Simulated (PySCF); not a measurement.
Compound: C6H12AlNO.
SMILES: `C1C[C@H]([O+]([AlH3-])C1)CC#N`

The calculation used TDDFT PBE0/def2-SVPD, vertical, gas phase, core orbitals frozen in the response (PySCF 2.14.0, density-fitted response routines). One conformer (not necessarily the lowest) at the PBE0-D3(BJ)/def2-SVP geometry, without solvent, vibrations or thermal averaging.

| state | E (eV) | λ (nm) | f | main configurations (H = HOMO, L = LUMO) |
| --- | --- | --- | --- | --- |
| S1 | 6.27 | 197.9 | 0.0093 | H→L (81%) |
| S2 | 6.47 | 191.7 | 0.014 | H-1→L (82%) |
| S3 | 6.89 | 180.0 | 0.021 | H→L+3 (35%), H→L+1 (27%), H→L+2 (18%) |
| S4 | 7.06 | 175.6 | 0.015 | H-1→L+3 (30%), H-1→L+1 (26%), H-1→L+2 (25%) |
| S5 | 7.11 | 174.3 | 0.023 | H→L+2 (63%), H→L+3 (15%), H→L+1 (9%) |
| S6 | 7.21 | 171.9 | 0.0080 | H→L+1 (51%), H→L+3 (36%) |
| S7 | 7.32 | 169.5 | 0.033 | H-1→L+2 (58%), H-1→L+1 (13%), H-1→L+3 (9%) |
| S8 | 7.33 | 169.1 | 0.032 | H-1→L+1 (48%), H-1→L+3 (34%) |
| S9 | 7.42 | 167.1 | 0.0083 | H→L+4 (81%) |
| S10 | 7.54 | 164.5 | 0.017 | H→L+5 (32%), H-1→L+5 (12%), H→L+6 (11%) |

Triplets (Tamm–Dancoff): T1 5.88 eV, H→L (60%), H→L+2 (11%), H→L+1 (10%); T2 6.05 eV, H-1→L (57%), H-1→L+1 (14%), H-1→L+2 (11%); T3 6.23 eV, H-3→L+1 (21%), H-4→L+2 (16%), H-4→L (10%); T4 6.69 eV, H→L+3 (29%), H→L (25%), H→L+2 (14%).

The lowest singlet comes at 198 nm (605 kJ/mol) in the vacuum ultraviolet; it is weak; its leading configuration is HOMO→LUMO (81%). The strongest level in the table is S7 at 7.32 eV (169 nm, f = 0.033). Löwdin shares by element: HOMO hydrogen 52% or more, aluminium 36%, oxygen 6%; LUMO carbon 18% or more, aluminium 13%, nitrogen 11% (atoms not listed hold the other 59%). Weighted by f, the mean energy of these states is 7.12 eV. The listed states span 1.27 eV, and the widest gap between neighbours is 0.42 eV (S2 to S3). Orbital energies (eV): HOMO-3 -9.77, HOMO-2 -9.34, HOMO-1 -7.70, HOMO -7.51, LUMO -0.18, LUMO+1 0.41, LUMO+2 0.44. All these states lie below the vertical ionisation energy of 9.64 eV (ΔSCF). The window holds the lowest 10 singlets.

On one thread, Arm Neoverse N1 (aarch64), no GPU (shared host), this took 9.3 min of wall time and 1.2 GiB of memory at its peak.
